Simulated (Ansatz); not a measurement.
Geometry optimisation, Ansatz, UKS B3LYP-D4/STO-3G.

Input:

```yaml
crystal:
  periodic: [false, false, false]
  atoms:
    - { symbol: B, position_ang: [-1.0791, 0.5368, 1.3125] }
    - { symbol: C, position_ang: [0.2758, -0.0638, 1.0723] }
    - { symbol: O, position_ang: [0.5311, -1.1107, 1.609] }
    - { symbol: S, position_ang: [1.561, 0.7681, 0.0278] }
    - { symbol: Al, position_ang: [0.8468, -0.3634, -1.8611] }
    - { symbol: H, position_ang: [-1.4069, 1.6164, 0.7706] }
    - { symbol: H, position_ang: [-1.8945, 0.0482, 1.9968] }
    - { symbol: H, position_ang: [-0.2746, 0.2579, -2.7734] }
    - { symbol: H, position_ang: [1.5289, -1.7357, -2.1717] }
magnetization:
  spin_polarized: true
basis:
  gaussian: { orbitals: STO-3G }
hamiltonian:
  xc: b3lyp
  dispersion: d4
relax:
  f_tol: 0.02
  max_steps: 50
```

Launched with:

```bash
$ ansatz run input.yaml --threads 1 --pin off --max-ram 2048MiB --backend cpu --events-out ev --progress --plain --runs-dir out
```

Problem. Where does it end, and by what steps?

Solution. The run converged. Limits of this set-up: minimal basis. After 43 steps the energy has fallen by 2.951 eV; O3 moved furthest, 1.87 Å. Parted: C2–S4. Joined: B1–S4.

```tsv
step	energy less start (eV)	largest force component (eV/Å)	accepted
0	0.0000	6.363	yes
2	-0.5313	2.724	no
4	-0.8354	0.387	yes
6	-0.8737	0.427	yes
8	-0.9621	0.613	yes
10	-1.1109	0.385	yes
12	-1.2422	0.639	yes
14	-1.3328	0.470	yes
16	-1.4070	0.622	yes
18	-1.5200	0.605	yes
20	-1.5496	0.406	yes
22	-1.5933	0.143	yes
24	-1.6194	0.723	yes
26	-1.6801	0.718	yes
28	-1.8926	1.596	yes
30	-2.3105	0.897	yes
32	-2.6435	0.912	yes
34	-2.8565	0.308	yes
36	-2.9071	0.479	yes
38	-2.9402	0.161	yes
40	-2.9507	0.052	yes
42	-2.9510	0.037	yes
43	-2.9511	0.005	yes
```

```xyz
9
Properties=species:S:1:pos:R:3
B -0.547 0.729 0.977
C -0.954 -0.767 1.129
O -1.083 -1.958 1.203
S 1.226 0.165 0.547
Al 1.094 -0.152 -1.544
H -1.171 1.245 0.126
H -0.616 1.262 2.023
H -0.249 -0.241 -2.203
H 2.389 -0.329 -2.276
```

Run time: 93 s on 1 thread of Intel(R) Xeon(R) 6975P-C (Granite Rapids), with other jobs on the host, peak memory 0.21 GiB.
